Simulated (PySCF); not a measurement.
Ti(NH2)(NMe2)3, C6H20N4Ti (singlet state).
Geometry (PBE0-D3(BJ)/def2-SVP, Å), atoms numbered from 1 in this order:
```xyz
31
C6H20N4Ti angstrom
Ti    -0.0272   -0.0863    0.5677
N     -0.1541   -0.2943    2.4555
H      0.4707    0.0896    3.1598
H     -0.8325   -0.9012    2.9096
N      1.7574    0.0206   -0.0461
C      2.5022    1.0706    0.5923
C      2.5004   -0.7566   -0.9916
H      3.3514    0.6879    1.1951
H      1.8513    1.6475    1.2754
H      2.9167    1.7952   -0.1388
H      1.8619   -1.5360   -1.4331
H      2.8914   -0.1343   -1.8234
H      3.3770   -1.2560   -0.5292
N     -0.9227    1.4902    0.0070
C     -2.0131    2.0766    0.7383
C     -0.5562    2.2308   -1.1692
H     -1.8000    3.1275    1.0257
H     -2.2005    1.5120    1.6634
H     -2.9518    2.0920    0.1466
H      0.3063    1.7626   -1.6672
H     -1.3857    2.2787   -1.9048
H     -0.2823    3.2801   -0.9314
N     -0.8930   -1.5312   -0.2686
C     -0.4058   -2.8254    0.1303
C     -1.9581   -1.5632   -1.2279
H     -1.2041   -3.4537    0.5762
H      0.3870   -2.7219    0.8919
H      0.0230   -3.3947   -0.7197
H     -2.2810   -0.5404   -1.4687
H     -1.6503   -2.0572   -2.1722
H     -2.8398   -2.1202   -0.8496
```

Method used: PBE0-D3(BJ)/def2-SVP geometry optimisation, gas phase in PySCF 2.14.0.

(1) Which atoms are bound to Ti1, and at what distances?

(2) List the angles at Ti1.

(3) What is the shape at Ti1?

(4) What are the other bond lengths?

(5) Give some angles away from the centre.

(6) What are the rotational constants (commonest isotopes, rigid rotor)?

Answers

(1) 4 atoms: N23 1.881 Å, N5 1.890 Å, N14 1.898 Å, N2 1.903 Å. The nearest atom not counted as bound is H4, at 2.61 Å.

(2) 
```json
{"angle": "N2–Ti1–N5", "degrees": "113.0", "distance of the outer atoms (Å)": "3.16"}
{"angle": "N2–Ti1–N14", "degrees": "110.6", "distance of the outer atoms (Å)": "3.13"}
{"angle": "N5–Ti1–N23", "degrees": "109.5", "distance of the outer atoms (Å)": "3.08"}
{"angle": "N2–Ti1–N23", "degrees": "109.1", "distance of the outer atoms (Å)": "3.08"}
{"angle": "N5–Ti1–N14", "degrees": "107.6", "distance of the outer atoms (Å)": "3.06"}
{"angle": "N14–Ti1–N23", "degrees": "106.8", "distance of the outer atoms (Å)": "3.03"}
```

(3) Distorted tetrahedral: angles from 106.8° to 113.0°; τ4 = (360° − α − β)/141° = 0.97 with α and β the two widest (0 for a square, 1 for a tetrahedron). The Ti–N distances aren't all alike: 1.881 to 1.903 Å.

(4) N5–C6 and 5 like bonds 1.436 Å. (A selection.)

(5) Ti1–N5–C6 112.7°, Ti1–N5–C7 132.4°, C6–N5–C7 114.9°, Ti1–N14–C15 123.1°, C15–N14–C16 113.5°.

(6) A = 845.1, B = 825.7, C = 621.2 MHz: an asymmetric top.

Point group: C1 (no symmetry element, even within 0.4 Å). Charge 0, singlet. Not checked by PBE0-D3(BJ)/def2-SVP frequencies.
